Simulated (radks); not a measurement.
Task: Ni IV, configuration [Ar] 3d7. All-electron calculation, non-relativistic Kohn-Sham, PBEsol, spin-polarised, spherical densities, point nucleus; open shells are filled with parallel spins first. Program: a radial shooting solver on a logarithmic mesh with Libxc functionals. Some entries of the table are withheld. Estimate them.

| orbital | occ. | eigenvalue (eV) | <r^2> (bohr^2) |
|---|---|---|---|
| 1s up | 1 | -8154.393 | 0.004035 |
| 1s down | 1 | -8154.389 | 0.004035 |
| 2s up | 1 | -1002.798 | 0.07288 |
| 2s down | 1 | -1000.861 | 0.07270 |
| 2p up | 3 | -880.6497 | 0.05769 |
| 2p down | 3 | -879.2097 | 0.05750 |
| 3s up | 1 | -148.6605 | 0.6391 |
| 3s down | 1 | -145.0387 | 0.6433 |
| 3p up | 3 | -111.2644 | (1) |
| 3p down | 3 | -107.6884 | (2) |
| 3d up | 5 | (3) | (4) |
| 3d down | 2 | (5) | (6) |

Result: 
(1) 3p up <r^2> (bohr^2): 0.7008
(2) 3p down <r^2> (bohr^2): 0.7083
(3) 3d up eigenvalue (eV): -48.7827
(4) 3d up <r^2> (bohr^2): 0.9857
(5) 3d down eigenvalue (eV): -45.3432
(6) 3d down <r^2> (bohr^2): 1.039
